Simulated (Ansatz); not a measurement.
```xyz
19

Mn    0.0000    0.0000    0.0000
O     0.0000    0.0000    2.1900
H    -0.1490    0.7452    2.7800
H     0.1490   -0.7452    2.7800
O     0.0000    0.0000   -2.1900
H     0.1490   -0.7452   -2.7800
H    -0.1490    0.7452   -2.7800
O     2.1900    0.0000    0.0000
H     2.7800   -0.7452    0.1490
H     2.7800    0.7452   -0.1490
O    -2.1900    0.0000    0.0000
H    -2.7800    0.7452   -0.1490
H    -2.7800   -0.7452    0.1490
O     0.0000    2.1900    0.0000
H     0.7259    2.7800   -0.2250
H    -0.7259    2.7800    0.2250
O     0.0000   -2.1900    0.0000
H    -0.7259   -2.7800    0.2250
H     0.7259   -2.7800   -0.2250
```

Basis set: def2-TZVP on H, O; pcseg-2 on Mn. Charge 2. Computed with Ansatz (development build ahead of 0.2.0); the lowest solution found for each multiplicity.

**Question.** How do the multiplicities compare at this shape? Give, from the lowest of each method, PBE0 (unrestricted) for 2, 6; PBE0 (restricted) for 2, 6.

**Answer.**

```json
{"method": "PBE0, unrestricted", "multiplicity": "2", "E (eV)": "2.571", "<S²>": "2.33"}
{"method": "PBE0, unrestricted", "multiplicity": "6", "E (eV)": "0.000", "<S²>": "8.75"}
{"method": "PBE0, restricted", "multiplicity": "2", "E (eV)": "3.240", "<S²>": "0.75"}
{"method": "PBE0, restricted", "multiplicity": "6", "E (eV)": "0.000", "<S²>": "8.75"}
```

Caution: other spin multiplicities may lie lower. Caution for PBE0, unrestricted: the unrestricted determinant is a mixture of spin states. Caution for PBE0, restricted: an unrestricted determinant lies well below.
